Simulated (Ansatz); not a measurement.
`O[Si](O)(S)[TeH]` + `OB1N[SiH2]1` → `[TeH]B1N[SiH2]1` + `O[Si](O)(O)S`  (redistribution)

Gas-phase electronic energies from Ansatz, PBE0-D4/def2-TZVP geometries. CBS: MP2 limit from def2 TZ/QZ plus the TZ coupled-cluster correction, frozen cores. DFT in def2-TZVPP. Elements past krypton have def2 core potentials. For Te outer-core shells are correlated without core-valence functions, which leaves a few kJ/mol of doubt a bond. Each species was taken in one conformer, which may not be the lowest.

CCSD(T)/CBS gives -0.18 eV.

(1) Another level gave -0.21 eV. Which?
A. B2PLYP/def2-TZVPP
B. LDA (SPW92)/def2-TZVPP
C. HF/def2-TZVPP
D. ωB97M-V/def2-TZVPP

Largest T1 diagnostic among the species: 0.013.

Results:

(1) C. HF/def2-TZVPP -0.21, ωB97M-V -0.10, LDA (SPW92) -0.01, B2PLYP -0.16 eV.

Leaving LDA and LC-ωPBE aside and taking each functional with its dispersion term where it has one, the values, not all of them listed here, spread over 0.15 eV, from PBE-QIDH to PBE-D4. From PBE to PBE0 (25 % exact exchange), in def2-TZVPP and without D4, ΔE moves by −0.05 eV. At CCSD(T), def2-SVP lies +0.19 eV from the extrapolated value and def2-TZVPP −0.04 eV.
